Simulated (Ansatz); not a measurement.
The first iterations of a band of C2H7NSiZn (12 atoms, charge 0, multiplicity 1).

The calculation used RKS PBE0-D4/def2-SVP in Ansatz.

```json
{"movable images": "5", "climbing image": "yes", "spring": "5.0 eV/Å²", "optimiser": "quadratic models (default)", "start path": "through a guess of the saddle point", "force threshold": "0.05 eV/Å", "iteration limit": "60", "end points": "relaxed"}
```

Initial state:

```xyz
12
Properties=species:S:1:pos:R:3
C -0.856 0.798 1.044
C -0.135 -0.157 0.420
N 0.722 -1.031 1.058
Si -0.387 -0.438 -1.428
Zn 1.922 2.119 -0.453
H -1.564 1.419 0.492
H -0.775 0.973 2.124
H 1.514 -1.369 0.524
H 0.959 -0.817 2.021
H 0.943 -0.691 -2.067
H -1.251 -1.634 -1.671
H -1.013 0.773 -2.030
```

Final state:

```xyz
12
Properties=species:S:1:pos:R:3
C -0.342 0.441 1.373
C 0.260 -0.594 0.466
N 1.081 -1.441 0.951
Si -0.243 -0.542 -1.377
Zn 0.519 3.605 -0.804
H -0.113 1.456 1.003
H -1.441 0.353 1.392
H 1.416 -2.085 0.226
H 0.055 0.322 2.391
H 0.438 -1.669 -2.083
H -1.726 -0.667 -1.526
H 0.173 0.765 -1.978
```

| iteration | highest image above the first end (eV) | largest band force component (eV/Å) |
| --- | --- | --- |
| 1 | 25.709 | 63.501 |
| 2 | 10.755 | 21.049 |
| 3 | 6.505 | 14.590 |
| 4 | 4.271 | 8.339 |
| 5 | 2.818 | 5.826 |
| 6 | 2.031 | 3.147 |
| 7 | 2.116 | 2.468 |
| 8 | 1.831 | 4.377 |
| 9 | 1.450 | 1.704 |
| 10 | 1.132 | 1.026 |

Question: Does the band converge within its limit, and where does its top end?

Answer: It converged. It ended after 31 iterations with the highest image 2.785 eV above the first end. A structure lower than the last end lies on the path between it and the top, so the climb from that side starts below the end, which may itself be a saddle point or a shallow side well. Neighbouring images differ by up to 2.7 eV, so the band resolves the path poorly. A vibrational analysis at the climbing image gives one clearly imaginary mode, 1972i cm⁻¹, and a faint second one (24i cm⁻¹) that may be numerical noise or a soft torsion: probably a first-order saddle point. The orbitals stay closed-shell, which can raise the energy where a bond breaks towards radicals; this wasn't checked here.

The run took 9.9 min on 2 threads of AMD EPYC 7B13 (Zen 3), with other jobs on the host, peak memory 0.35 GiB.
